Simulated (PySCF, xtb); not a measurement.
O3Os, SMILES [O]=[Os](=[O])=[O], multiplicity 1.

GFN2-xTB (xtb) at its own geometry gives an orbital gap of 2.34 eV and a dipole moment of 0.00 D.

Coordinates come from a PBE0-D3(BJ)/def2-TZVP optimisation. The multiplicity is an assumed one; other spin states were not compared. The def2 effective core potentials stand for the cores of Os; spin–orbit coupling is left out.

Question: What does PySCF with PBE/def2-TZVPD give? (The exact figures need the calculation; the answer reports its results.)

Answer: gap 2.17 eV (levels -7.50 and -5.33 eV), dipole 0.00 D.
